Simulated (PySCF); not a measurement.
CCl3F, SMILES FC(Cl)(Cl)Cl.

The structure is a stationary point at B3LYP-D3(BJ)/def2-SVP.

Method: B3LYP-D3(BJ)/def2-SVP run with PySCF 2.14.0.

Frequencies are harmonic and unscaled.

Modes within 1.5 cm⁻¹ of each other (mostly degenerate sets) share a row, with their intensities summed.

| mode | ν (cm⁻¹) | IR (km/mol) | Raman (Å⁴/amu) | depolarisation | moving atoms (share of kinetic energy) |
|---|---|---|---|---|---|
| 1–2 | 241 | 0.0 | 7.3 | 0.75 | Cl 82 %, F 16 % |
| 3 | 348 | 0.0 | 6.6 | 0.31 | Cl 71 %, F 20 %, C 9 % |
| 4–5 | 396 | 0.5 | 7.8 | 0.75 | Cl 55 %, F 45 % |
| 6 | 529 | 3.7 | 10.0 | 0.00 | Cl 52 %, F 33 %, C 16 % |
| 7–8 | 824 | 555.3 | 3.4 | 0.75 | C 89 %, Cl 8 % |
| 9 | 1143 | 221.9 | 0.5 | 0.49 | C 66 %, F 34 % |
